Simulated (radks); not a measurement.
The numbers below are computed, except where a source is named.
Question: Radial electron density D(r) = 4 pi r^2 rho(r) of an atom or ion with 13 electrons. Code: a radial shooting solver on a logarithmic mesh with Libxc functionals. Model: non-relativistic Kohn-Sham, LB94 model potential, spin-polarised, spherical densities, point nucleus.

```
   r/bohr * D(r) (the largest magnitude, 31.7, reaches the edge; | marks zero)
 0.006176 |     *
 0.007788 |         *
 0.009744 |             *
  0.01219 |                  *
  0.01525 |                        *
  0.01908 |                                *
  0.02387 |                                       *
  0.02986 |                                              *
  0.03736 |                                                  *
  0.04674 |                                                   *
  0.05848 |                                               *
  0.07375 |                                         *
  0.09226 |                                      *
   0.1154 |                                        *
   0.1444 |                                               *
   0.1807 |                                                      *
    0.226 |                                                     *
   0.2828 |                                         *
   0.3538 |                        *
   0.4426 |             *
   0.5537 |         *
   0.6927 |         *
   0.8736 |     *
    1.093 |  *
    1.367 |*
    1.711 *
     2.14 *
```

What is the nuclear charge?

Answer: Z = 25. The innermost maximum, from 1s, lies near 1/Z = 0.04 bohr (found: 0.0428), and its height grows with Z. The density is that of the manganese ion Mn12+ in [Ne] 3s2 3p1; the configuration itself is not fixed sharply by these data, and Z only to about a unit. D(r) has 2 maxima, at r = 0.0428, 0.197 bohr, and minima at 0.0960 bohr, inside which lie 2.15 electrons.
